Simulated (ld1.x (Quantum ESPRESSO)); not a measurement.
Ge PAW: all-electron and pseudo phase curves

Ge, PAW, made with ld1.x (Quantum ESPRESSO) 7.5 (PBE, scalar-relativistic). Core [Ar], reference 3d10 4s2 4p2. Waves: 4s (bound): rcut 1.50, rcutus 2.00 bohr; 4s channel at 0.1 Ry: rcut 1.50, rcutus 2.00 bohr; 4p (bound): rcut 1.65, rcutus 2.15 bohr; 4p channel at 2.7 Ry: rcut 1.65, rcutus 2.15 bohr; 3d (bound): rcut 1.05, rcutus 1.30 bohr; 3d channel at -0.5 Ry: rcut 1.05, rcutus 1.30 bohr. Local part: all-electron potential smoothed inside 1.15 bohr (lloc = -2). Core correction: Bessel-smoothed model core, default radius (core density twice the valence density). Augmentation charge: PSQ, inside the norm-conserving radii.

The phase is arctan(r·u′/u) with u = r·R(r), unwrapped; energies in Ry, scanned from -4 to 5 Ry. A pole is an energy at which the radial function vanishes at the test radius. The pseudo phase is shifted by a multiple of π to meet the all-electron one at the reference energy, and phase errors are pseudo minus all-electron; the curves can meet again beyond the range given. Levels narrower than the energy grid can be missing from the lists of poles.

**Question.** For each channel, where are the poles, and over which energies does the pseudopotential scatter like the atom?

**Answer.**

| channel | radius (bohr) | reference energy (Ry) | poles, all-electron | poles, pseudo | unbroken range about the reference energy with phases within 0.05 rad | phase error 1 Ry above the reference energy (rad) |
| --- | --- | --- | --- | --- | --- | --- |
| s | 2.35 | -0.86 | 0.62 | 0.62, 4.78 | below 3.6 | -0.000 |
| p | 2.35 | -0.29 | 1.90 | 1.90 | the whole range | -0.000 |
| d | 2.35 | -2.15 | -2.12, 4.16 | -2.12, 4.17 | the whole range | +0.000 |

Phases in the d channel:

| E (Ry) | all-electron | pseudo |
| --- | --- | --- |
| -4.00 | 1.358 | 1.358 |
| -3.52 | 1.342 | 1.342 |
| -3.04 | 1.320 | 1.320 |
| -2.56 | 1.275 | 1.275 |
| -2.08 | -1.662 | -1.662 |
| -1.60 | -1.834 | -1.834 |
| -1.12 | -1.886 | -1.886 |
| -0.64 | -1.945 | -1.945 |
| -0.16 | -2.031 | -2.031 |
| 0.32 | -2.180 | -2.180 |
| 0.80 | -2.491 | -2.491 |
| 1.28 | -3.193 | -3.192 |
| 1.76 | -3.967 | -3.967 |
| 2.24 | -4.332 | -4.332 |
| 2.72 | -4.502 | -4.502 |
| 3.20 | -4.599 | -4.598 |
| 3.68 | -4.663 | -4.663 |
| 4.16 | -4.713 | -4.712 |
| 4.64 | -4.755 | -4.753 |
